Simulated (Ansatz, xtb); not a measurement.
**Relative energy of two isomers of C5H6F2O**

Structure a is `FC1=CCO[C@H](F)C1`, a singlet and structure b is `O=C/C=C/CC(F)F`, a singlet. Both are isolated molecules in the gas phase, relaxed with r2SCAN-D4/def2-SVP; the shapes shown needn't be the lowest conformers.

a (Å):

```xyz
14

C    -1.8639   -0.9500    0.7573
C    -1.1062   -1.0086    1.8532
C     0.3379   -0.6123    1.7913
C    -0.0262    0.2101   -0.3914
C    -1.3615   -0.5047   -0.5711
F    -3.1591   -1.3052    0.7715
F    -0.2861    1.4810    0.1053
O     0.8248   -0.4598    0.4601
H    -1.5348   -1.3190    2.8102
H     0.9766   -1.3839    2.2506
H     0.5031    0.3280    2.3543
H     0.5149    0.3287   -1.3446
H    -1.2376   -1.3663   -1.2512
H    -2.0866    0.1801   -1.0405
```

b (Å):

```xyz
14

C    -0.1667   -2.3093   -1.8340
C    -0.0998   -1.3349   -0.7354
C    -0.2149   -0.0148   -0.9736
C    -0.1636    1.0602    0.0575
C    -1.3915    1.9514    0.0336
F    -1.2369    2.9564    0.9326
F    -1.5207    2.5142   -1.2008
O    -0.0730   -3.5084   -1.6908
H    -0.3176   -1.8479   -2.8503
H     0.0500   -1.7372    0.2741
H    -0.3651    0.3194   -2.0106
H     0.6927    1.7325   -0.1369
H    -0.0462    0.6468    1.0711
H    -2.3307    1.4160    0.2652
```

Quicker runs give these differences E(b) − E(a): GFN2-xTB +101.35 kJ/mol; HF/STO-3G +142.88 kJ/mol (at GFN2-xTB geometries); r2SCAN-D4/def2-SVP//GFN2-xTB +11.86 kJ/mol.

Task: Estimate E(b) − E(a) at the level CCSD(T)/def2-SVP + ΔMP2/def2-TZVPP.

Result: Too close to call at this level: CCSD(T)/def2-SVP + ΔMP2/def2-TZVPP gives E(b) − E(a) = −0.31 kJ/mol.

Level by level:

```tsv
level	geometry	E(b) − E(a) (kJ/mol)	departure from the last row (kJ/mol)	job, with rough time for the two
GFN2-xTB	GFN2-xTB	+101.35	+101.66	optimisation, 0.13 s
HF/STO-3G	GFN2-xTB	+142.88	+143.19	single point, 0.4 s
r2SCAN-D4/def2-SVP//GFN2-xTB	GFN2-xTB	+11.86	+12.18	single point, 3.9 s
r2SCAN-D4/def2-SVP	r2SCAN-D4/def2-SVP	+9.88	+10.19	optimisation, 38 s
HF/def2-SVP	r2SCAN-D4/def2-SVP	−11.63	−11.32	part of the CCSD(T) run
MP2/def2-SVP	r2SCAN-D4/def2-SVP	−10.23	−9.92	part of the CCSD(T) run
CCSD(T)/def2-SVP	r2SCAN-D4/def2-SVP	−9.83	−9.52	single point
CCSD(T)/def2-SVP + ΔMP2/def2-TZVPP	r2SCAN-D4/def2-SVP	−0.31		single point, 97 s
```

As drawn, b has 1 C=O in place of 2 C–O. Structure a has a 6-membered ring, b no ring.

The largest departure from CCSD(T)/def2-SVP + ΔMP2/def2-TZVPP is that of HF/STO-3G, 143.19 kJ/mol. The last row adds to CCSD(T) the change of the MP2 difference between the two basis sets, here +9.52 kJ/mol.

With thermal terms from frequencies at re-optimised GFN2-xTB minima (ideal gas, soft modes damped towards free rotors, one conformer each, 298.15 K, 1 atm): on the last row, ΔE + ΔZPE = −8.46, ΔH = −4.24, ΔG = −15.56 kJ/mol.

The correlated steps freeze 8 core orbitals. Mirror images aren't counted in ΔG. Codes used: Ansatz 0.2.0, xtb 6.7.1; the last row on 4 threads of Arm Neoverse V1 on a shared host.
